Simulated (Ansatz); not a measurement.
The cluster CuSi4⁺. Total charge 1; singlet. Geometry PBE-D4/def2-SVP; atoms count from 1.

| atom | x (Å) | y (Å) | z (Å) |
| --- | --- | --- | --- |
| Cu1 | -1.183 | 0.635 | 0.792 |
| Si2 | 1.278 | 0.758 | -0.123 |
| Si3 | -0.576 | 0.768 | -1.592 |
| Si4 | -0.181 | -1.347 | -0.610 |
| Si5 | 0.663 | -0.814 | 1.533 |

The restricted singlet is unstable towards broken spin symmetry in Hartree–Fock (as tested in another run); at PBE0-D4/def2-TZVP this wasn't settled. No other spin state of charge 1 was run. Another isomer (singlet) lies 0.30 eV lower at PBE0-D4/def2-TZVP; other spin states weren't run for this one.

(1) Estimate the Mulliken populations from the PBE0/def2-TZVP orbitals of Ansatz.

(2) And the Mayer bond orders between bonded heavy atoms (over 0.3)?

Results:

(1) 
| atom | charge (e) | d electrons |
| --- | --- | --- |
| Cu1 | 0.20 | 9.82 |
| Si2 | 0.23 | – |
| Si3 | 0.17 | – |
| Si4 | 0.23 | – |
| Si5 | 0.17 | – |
Mulliken values and Mayer orders depend strongly on the basis.

(2) Cu1–Si2 0.40 (2.63 Å); Cu1–Si3 0.49 (2.46 Å); Cu1–Si4 0.40 (2.63 Å); Cu1–Si5 0.49 (2.46 Å); Si2–Si3 0.92 (2.36 Å); Si2–Si4 0.72 (2.61 Å); Si2–Si5 0.92 (2.36 Å); Si3–Si4 0.92 (2.36 Å); Si4–Si5 0.92 (2.36 Å). Values over 0.3 also appear between atoms too far apart for a bond (Si3–Si5 0.43 at 3.72 Å); they arise where an orbital or an unpaired electron spreads over both atoms.
